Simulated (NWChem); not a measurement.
System: CH6GaN; SMILES [CH3][GaH][NH2]

Computed with NWChem. Geometry: optimised at PBE0/def2-SVP. Gas phase, vertical. One conformer.

PBE/def2-SVPD, TDA puts singlet state 1 at 5.58 eV with oscillator strength 0.060.

Q: Give the wavelength, the transition dipole and the radiative lifetime of that state in vacuum.

A: 
1. λ = 1239.84/5.58 = 222 nm, or 45010 cm⁻¹.
2. f = (2/3) ΔE μ² in atomic units, so μ = √(1.5 f/ΔE) = 0.66 a.u. = 1.68 D.
3. τ = 1.499 s cm⁻² / (f ν²) = 12 ns, for a non-degenerate state that emits at the vertical energy.
